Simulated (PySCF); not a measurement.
**How methods differ on the excitation energy of Nb²⁺**

Nb²⁺ [Kr] 4d3 (4F) → Nb²⁺ [Kr] 4d2 5p1 (high-spin determinant), as a difference of total energies. Calculation: PySCF 2.14, in def2-QZVPPD with the def2 core potential (28 electrons) (7s5p4d3f2g, 81 functions); scalar relativity through the core potential. Correlated levels: valence: 4s2 4p6 frozen; valence and next inner shell: nothing frozen outside the core potential. The calculations carry no spin-orbit coupling.

```
                                method  excitation energy (eV)
                                   UHF                   8.061
                                   LDA                   8.041
                                   PBE                   8.050
                                  PBE0                   8.218
                                r2SCAN                   8.259
                                  MN15                   8.226
                                PBEsol                   8.078
                                B2PLYP                   8.169
                                 B3LYP                   8.085
                         MP2 (valence)                   8.198
                     SCS-MP2 (valence)                   8.107
    MP2 (valence and next inner shell)                   8.289
SCS-MP2 (valence and next inner shell)                   8.236
```

How much does correlation contribute at MP2 (valence and next inner shell)?

8.289 − (8.061) = 0.228 eV, measured against UHF.

The determinant of the upper state mixes LS terms, which raises its energy above the lowest term, most at the Hartree-Fock and MP2 levels.
